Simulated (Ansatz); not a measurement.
The O4–H5 bond of AlFH2O (SMILES [OH][AlH][F]) is stretched (multiplicity 1, the rest rigid).
Geometry at rest (charge 0, multiplicity 1):
```xyz
5

Al    -0.224    -0.370     0.121
H     -1.029    -1.642     0.519
F      1.246    -0.075     0.818
O     -0.855     0.703    -1.017
H     -0.434     1.507    -1.323
```

Frozen-core correlation.

Codes used: Ansatz (Gaussian orbitals). 

Energies above the point at 0.958 Å (the B3LYP-D3(BJ) bond length), FIC-MRCISD+Q on CASSCF(4,3)/cc-pV(T+d)Z (kcal/mol): 6.55 at 0.862 Å; 5.16 at 1.054 Å; 126.78 at 3.066 Å.

### Question
Take the last value as the depth D of a Morse curve D(1 − e^(−a(R − R₀)))², fit a and R₀ to the two near points, and test it at 1.293 and 1.677 Å.

### Answer

With D = 126.8, both near points (counted from the curve's value at 0.958 Å) are met by a = 2.25 Å⁻¹ and R₀ = 0.954 Å, so k = 2Da² = 1279 kcal/(mol Å²). The curve then gives 36.1 and 81.7 kcal/mol; the level itself gives 37.0 and 87.8, so Morse is off by -0.9 and -6.1.

Doubts at one or more of the structures used: active orbitals that take no part (FIC-MRCISD+Q on CASSCF(4,3)/cc-pV(T+d)Z).

Ansatz is a quantum-chemistry and plane-wave program.
